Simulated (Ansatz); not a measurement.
Si11AsH22. The state is a doublet with charge 0. Geometry r2SCAN-D4/def2-SVP; atoms count from 1.

```xyz
34

Si    1.7338    1.8565   -2.3508
Si   -1.5421    1.9242    0.6557
Si    1.4609   -1.6491   -3.8557
Si   -2.3164   -1.8529    0.9106
As    1.2887   -0.7806    0.6275
Si   -2.7803    0.4048    3.9400
Si    2.5581    0.4189   -4.0182
Si   -0.9243   -0.2282   -0.0611
Si    2.3598    1.1902   -0.1812
Si   -1.3784    2.0404    2.9987
Si    1.8945   -2.4121   -1.6902
Si   -2.0943   -1.7343    3.2481
H     0.2430    1.9468   -2.4582
H     2.2888    3.2376   -2.5447
H    -2.9648    2.1842    0.2615
H    -0.6792    2.9656    0.0124
H    -0.0118   -1.4204   -4.0075
H     1.9030   -2.5702   -4.9560
H    -3.7458   -1.5838    0.5465
H    -1.9371   -3.2075    0.3942
H     1.0775   -0.2215    2.0728
H    -4.1749    0.6361    3.4436
H    -2.7892    0.5104    5.4339
H     2.3684    1.0527   -5.3635
H     4.0277    0.2224   -3.7946
H    -0.9547   -0.3455   -1.5548
H     2.0834    2.2985    0.7869
H     3.8331    0.9215   -0.1669
H    -1.7850    3.4042    3.4667
H     0.0356    1.8006    3.4252
H     1.1507   -3.6508   -1.3003
H     3.3598   -2.6114   -1.4562
H    -2.9259   -2.7924    3.9069
H    -0.6627   -1.9549    3.6286
```

Single mean-field runs in def2-TZVP are fitted with def2-universal-jkfit.

(1) Estimate the Mulliken populations of the heavy atoms from the PBE0/def2-TZVP orbitals of Ansatz.

(2) Where does the spin sit?

(3) And the Mayer bond orders between bonded heavy atoms (over 0.3)?

Answers

(1) 
```json
{"atom": "Si1", "charge (e)": "0.00", "spin (α − β)": "0.00"}
{"atom": "Si2", "charge (e)": "-0.01", "spin (α − β)": "0.00"}
{"atom": "Si3", "charge (e)": "-0.01", "spin (α − β)": "0.06"}
{"atom": "Si4", "charge (e)": "0.01", "spin (α − β)": "0.00"}
{"atom": "As5", "charge (e)": "-0.16", "spin (α − β)": "0.07"}
{"atom": "Si6", "charge (e)": "0.00", "spin (α − β)": "0.00"}
{"atom": "Si7", "charge (e)": "0.00", "spin (α − β)": "-0.01"}
{"atom": "Si8", "charge (e)": "0.00", "spin (α − β)": "0.00"}
{"atom": "Si9", "charge (e)": "0.03", "spin (α − β)": "-0.01"}
{"atom": "Si10", "charge (e)": "-0.01", "spin (α − β)": "0.01"}
{"atom": "Si11", "charge (e)": "-0.03", "spin (α − β)": "0.70"}
{"atom": "Si12", "charge (e)": "-0.02", "spin (α − β)": "0.00"}
```
Mulliken values and Mayer orders depend strongly on the basis.

(2) Summed by element: Si 0.74, As 0.07, H 0.19, of 1 unpaired in all. Largest on single atoms: Si11 0.70, H21 0.16, As5 0.07.

(3) Si1–Si7 0.96 (2.35 Å); Si1–Si9 0.94 (2.35 Å); Si2–Si8 0.94 (2.35 Å); Si2–Si10 0.95 (2.35 Å); Si3–Si7 0.96 (2.35 Å); Si3–Si11 0.99 (2.34 Å); Si4–Si8 0.94 (2.35 Å); Si4–Si12 0.95 (2.35 Å); As5–Si8 0.97 (2.38 Å); As5–Si9 0.99 (2.38 Å); Si6–Si10 0.96 (2.35 Å); Si6–Si12 0.96 (2.35 Å). Values over 0.3 also appear between atoms too far apart for a bond (As5–Si11 0.38 at 2.90 Å); they arise where an orbital or an unpaired electron spreads over both atoms.
